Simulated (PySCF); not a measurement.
SMILES c1coc(C[SiH3])c1 (GFN2-xTB optimised geometry):

```
15

Si    -2.326    -1.726    -1.771
C     -1.495    -1.653    -0.048
C     -0.508    -0.551     0.000
C      0.856    -0.551     0.000
C      1.256     0.809     0.000
C      0.109     1.534    -0.006
O     -0.966     0.720    -0.009
H     -3.025    -0.467    -2.019
H     -3.272    -2.843    -1.767
H     -1.288    -1.941    -2.780
H     -0.990    -2.590     0.179
H     -2.258    -1.491     0.714
H      1.496    -1.410     0.007
H      2.258     1.186     0.005
H     -0.077     2.590    -0.004
```

Level of theory: PySCF with CAM-B3LYP/def2-TZVP.

Problem. What are the frontier orbital energies and the dipole moment?

Solution. HOMO-2 -10.94 eV, HOMO-1 -9.34 eV, HOMO -7.39 eV, LUMO 1.36 eV, LUMO+1 1.58 eV; dipole moment 0.66 D.

Meta-Löwdin charges at CAM-B3LYP/def2-TZVP: Si1 0.53, C2 -0.44, C3 0.18, C4 -0.21, C5 -0.18, C6 0.02, O7 -0.25, H8 -0.10, H9 -0.11, H10 -0.10, H11 0.13, H12 0.13, H13 0.13, H14 0.13, H15 0.14.
